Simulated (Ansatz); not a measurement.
Frontier orbitals of CH6OSSi2, SMILES `C1O[SiH2][SiH2]S1`.

Charge 0, multiplicity 1. All single points use the PBE0-D4/def2-TZVP geometry. Basis def2-TZVPP, Ansatz 0.2.0.

```json
{"functional": "PBE", "HOMO (eV)": "-5.94", "LUMO (eV)": "-1.59", "gap (eV)": "4.35"}
{"functional": "PBE0", "HOMO (eV)": "-7.13", "LUMO (eV)": "-0.76", "gap (eV)": "6.37"}
{"functional": "HSE06 (plane-wave form)", "HOMO (eV)": "-6.73", "LUMO (eV)": "-1.14", "gap (eV)": "5.59"}
{"functional": "ωB97M-V", "HOMO (eV)": "-9.31", "LUMO (eV)": "0.94", "gap (eV)": "10.25"}
```

Against PBE, PBE0 changes HOMO and LUMO by −1.19 and +0.82 eV, ωB97M-V by −3.38 and +2.53 eV. A gap of 4.35 eV thus becomes 10.26 eV for the same molecule, so an orbital gap means little without its functional. A positive LUMO is unbound and depends on the basis.
